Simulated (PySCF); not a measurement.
C₄H₁₅BSi₂, SMILES CB(C)[SiH2][SiH](C)C, singlet, GFN2-xTB optimised geometry. Atoms within 1.6 Å of the plane z = 0.0 Å (x, y, z in Å): Si4 (-0.58, -0.72, 0.00), B5 (-1.39, -1.71, 1.48), H13 (-3.75, -1.73, -1.55), H15 (0.90, -0.72, 0.00), H16 (-0.90, 0.72, 0.00), H18 (-0.96, -3.84, 1.34), H20 (-3.42, -0.74, 1.37).

Computed with B3LYP/def2-SVP in PySCF. Cells within 0.4 Å of a nucleus heavier than hydrogen are left out (blank, or x).

Map of the electrostatic potential (hartree/e), clipped to [-0.08, 0.12] on the plane z = 0.0 Å:

```
|00000000000000000000000000000|
|00000000000000000000000000000|
|00000000000000000000000000000|
|00000000000000000000000000000|
|00000000000000000000000000000|
|00000000000000000000000000000|
|00000000111100000000000000000|
|00000001344321000000000000000|
|00000013799952000000000000000|
|00000126999994100000000000000|
|10000139999997311000000000000|
|11111149999999532100000000000|
|11111249999999974210000000000|
|11122469999999997421100000000|
|11224699999999999865310000000|
|22235899999999999999841000000|
|22346999999xx9999999972100000|
|2234799999xxxx999999993100000|
|2234799999xxxx999999993100000|
|22346999999xx9999999962000000|
|22346999999999999999731000000|
|22345799999999999754210000000|
|22345689999999998421100000000|
|22345678999999985311000000000|
|22344566789998753210000000000|
|22334455556665432210000000000|
|22333444444443322110000000000|
|22233333333322221111000000000|
|22222333222222111111000000000|
```
Scale: ten equal steps from -0.014 (start of '0') to 0.120 (end of '9'), in the order '0123456789'; x runs from -3.00 to 3.00, y from -3.00 (bottom) to 3.00 (top).
